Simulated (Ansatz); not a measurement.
Reaction (cleavage of the Ge–Si bond): `F[Si]1([GeH3])CS1` + `N=C1O[SiH2]1` → `[GeH3]/[N]=C1\O[SiH2]1` + `F[SiH]1CS1`

Program: Ansatz. Geometries: PBE0-D4/def2-TZVP. ΔE: electronic, gas phase. CCSD(T)/CBS adds triple-zeta CCSD(T) − MP2 to the extrapolated MP2 energy (def2 sets, frozen cores). DFT in def2-TZVPP. For Ge outer-core shells are correlated without core-valence functions, which leaves a few kJ/mol of doubt a bond. Scalar relativity is left out up to krypton. Each species was taken in one conformer, which may not be the lowest.

`F[Si]1([GeH3])CS1`:

Cartesian coordinates in Å:
```
F -0.234 -2.216 0.342
Si -0.386 -0.651 0.060
Ge 1.551 0.190 -0.999
C -1.418 0.308 1.229
S -2.255 0.095 -0.439
H 2.814 -0.262 -0.252
H 1.459 1.721 -0.985
H 1.609 -0.313 -2.447
H -1.200 1.345 1.467
H -1.939 -0.218 2.024
```

`N=C1O[SiH2]1`:

```xyz
7

N    -1.916    0.242    0.264
C    -0.714   -0.037    0.092
O    -0.153   -1.287   -0.051
Si    1.074   -0.114   -0.147
H    -2.048    1.246    0.337
H     2.039   -0.092    0.973
H     1.719    0.043   -1.468
```

`[GeH3]/[N]=C1\O[SiH2]1`:

```xyz
10

Ge    1.680   -1.251    0.081
N     0.815    0.261    0.752
C    -0.287    0.596    0.300
O    -1.115    0.051   -0.694
Si   -1.841    1.443   -0.030
H     0.811   -2.500    0.305
H     2.987   -1.361    0.874
H     1.976   -1.067   -1.416
H    -1.954    2.609   -0.932
H    -3.071    1.219    0.761
```

`F[SiH]1CS1`:

```xyz
7

F    -1.122   -0.188    1.824
Si   -0.531   -0.564    0.398
C     0.691    0.544   -0.375
S    -0.984    0.583   -1.253
H    -0.469   -2.031    0.316
H     0.928    1.492    0.097
H     1.488    0.165   -1.008
```

| level | ΔE (eV) |
| --- | --- |
| ωB97X-V | 0.10 |
| B2PLYP | 0.05 |
| PBE0 | 0.22 |
| MP2/def2-TZVPP | -0.01 |
| CCSD(T)/def2-TZVPP | 0.06 |
| MP2/def2-QZVPP | 0.01 |
| SCS-MP2/def2-QZVPP | -0.02 |
| MP2/CBS(def2) | 0.03 |

What does CCSD(T)/CBS give? (Best estimate.)

The calculation gave: +0.10 eV. The listed levels differ from it by 0.00, -0.05, 0.12, -0.11, -0.04, -0.09, -0.12, -0.07 eV.

Largest T1 diagnostic among the species: 0.017.

In def2-TZVPP, CCSD(T) changes the Hartree–Fock value by +0.12 eV (the triples alone add +0.00 eV) and MP2 by +0.05 eV. From PBE to PBE0 (25 % exact exchange), in def2-TZVPP and without D4, ΔE moves by −0.04 eV.
